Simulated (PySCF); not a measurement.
Calculated NMR parameters of [BH3-][N+]#CCOC(F)(F)F

| Property | Result |
| --- | --- |
| Formula | C3H5BF3NO |
| SMILES | [BH3-][N+]#CCOC(F)(F)F |
| Point group of the computed structure | C1 |
| Carbon signals | 3 |
| Proton signals | 2 |

Structure with atom numbers: `[BH3-:1][N+:2]#[C:3][CH2:4][O:5][C:6]([F:7])([F:8])[F:9]`; H(Xn) means a hydrogen on atom n.

Computational details: J: B3LYP/pcJ-1 (spin–dipole term only in couplings to heteroatoms), PBE0/pcSseg-1 with gauge-including orbitals, PBE0-D3(BJ)/def2-SVP structure, in PySCF 2.14 (rapidly exchanging positions averaged, in vacuum, one computed conformer, non-relativistic).

Scale: $^{1}$H and $^{13}$C vs TMS; $^{19}$F vs CFCl3; BF3·OEt2 for $^{11}$B; $^{15}$N against NH3; $^{17}$O vs H2O (reference shieldings calculated alike).

| carbon | δC, type | δH (multiplicity, J in Hz) | HMBC from (abs. J ≥ 3 Hz) | span of the C tensor (ppm) |
| --- | --- | --- | --- | --- |
| C3 | 109.2, C | – | H(C4), H(B1) | 277 |
| C4 | 51.2, CH2 | 4.64 (q, 5.9) | – | 62 |
| C6 | 126.9, C | – | – | 10 |

Other nuclei:
```tsv
atoms	nucleus	environment	δ (ppm)	σ (ppm)
H(B1)	$^{1}$H	hydrogen on a boron bonded to N	2.32	28.95
F7/F8/F9	$^{19}$F	fluorine of an OCF3 group	-78.3	255.5
B1	$^{11}$B	boron bonded to N, 3 H	-36.8	137.5
N2	$^{15}$N	donor nitrogen of a Lewis adduct	254.1	11.6
O5	$^{17}$O	ether oxygen	100.2	234.4
```

Selected couplings (Hz, signed; the shortest-range and largest first, 30 at most; isotopes $^{13}$C, $^{19}$F, $^{1}$H, $^{11}$B, $^{15}$N): $^{1}J$(C6,F7) -337.7, $^{1}J$(C4,H(C4)) 158.6, $^{1}J$(B1,H(B1)) 116.0, $^{1}J$(B1,N2) -8.9, $^{2}J$(N2,H(B1)) 2.6, $^{2}J$(B1,C3) 1.6, $^{3}J$(C4,F7) 4.6, $^{3}J$(N2,H(C4)) -2.4, $^{4}J$(B1,H(C4)) -1.3.

δC 126.9: CF3 carbon; 4 electronegative neighbours deshield it. δC 109.2: nitrilium-type carbon. δC 51.2: sp3 CH2 bonded to O, α to a nitrile; the inductive effect lowers its shielding. δH 4.64: hydrogen on an sp3 CH2 bonded to O, α to a nitrile; its carbon carries O, which withdraws density. δH 2.32: hydrogen on a boron bonded to N.

Hydrogens on boron are broadened and split by $^{11}$B (spin 3/2, 80 %) and 10B (spin 3). C–F couplings over four or more bonds (about 3 Hz to the para carbon of a fluoroarene) are left out. Common functionals overestimate the size of one-bond C–F couplings by tens of Hz; these are unscaled. Splittings below 1 Hz are ignored in the labels, and close J values are merged. Shifts are as computed. Against solution values, carbons near 30 ppm lie about +2 ppm off and those near 130 ppm about +5 ppm. Of 1313 compounds with measured shifts, 239 miss one by over three times the rms of a fit or turn the order of signals round; such compounds aren't used in these exercises. Unscaled 19F shifts against computed CFCl3 carry errors that often reach 10 to 50 ppm. Experimental scales use liquid or dissolved standards, which lie at an offset from isolated NH3 (liquid NH3: subtract about 20 ppm) and H2O (liquid H2O: subtract about 36 ppm). Unscaled 15N shifts of sp2 nitrogen come out 20 to 40 ppm too high even then.
